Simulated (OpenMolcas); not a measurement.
Ag2+: effect of the metal basis

Ag2+ with its 8 nearest fluoride ions at 2.487 Å, on the Ba site of BaF2 (a = 6.2001 Å, distance in the model lattice 2.685 Å). The rest of the host is ab initio model potentials to 7.6 Å and point charges beyond; the distance is set by hand and nothing relaxes.

```
Program             : OpenMolcas
Method              : SS-CASPT2, IPEA 0.25 Eh, imaginary shift 0.1 Eh (closed shells correlated: 4s 4p and the ligand valence shells)
Spin-orbit coupling : state interaction with AMFI integrals over the reference wave functions
```

Fixed: ligand basis ANO-RCC-VDZP, active space 9 electrons in 5 orbitals (4d), DKH2 Hamiltonian.

States (labels of O, the rotations of Oh). Energies in cm-1 above the lowest state or level, χT in cm3 K/mol; under a threefold ground state the first gap can be a small split of the lowest multiplet, not the spin-orbit step; 10Dq is the gap between the two states; 10Dq is negative for this site.

```csv
Run,Metal basis,Ground state,First state of that spin,10Dq,First gap with spin-orbit (degeneracies),χT at 300 K,Cost
A,ANO-RCC-VDZP,2T2,2E 5070,-5071,"1750 (2, 4)",0.606,roughly 17 core-seconds
B,ANO-RCC-VTZP,2T2,2E 4840,-4844,"1690 (2, 4)",0.620,roughly 40 core-seconds
```

Against A, |10Dq| changes by -4.5 % in B.

Costs are those of the CASPT2 steps.

Roots that are degenerate in the reference are averaged as groups; the widest CASPT2 spread within a group is 130 cm-1 (the 3-fold group of multiplicity 2 near 0 cm-1 above the lowest state of its run, B). Shifts and gaps below about the spread of the groups concerned are not significant. Over all roots computed the reference weight is 0.68 in A, 0.67 in B; a low but even weight reflects the number of correlated electrons. An orbital triplet at a regular site is open to Jahn-Teller coupling, which can distort the site and quench the lowest spin-orbit gaps and is left out. Ligand-to-metal charge-transfer states are missing. With one d shell and no ligand orbital active, 10Dq can be off by a tenth or more. Free-ion shares, where given, are those of the reference states; single-state CASPT2 does not remix them. No measured value stands beside these numbers; the geometry was set by hand and not optimised.
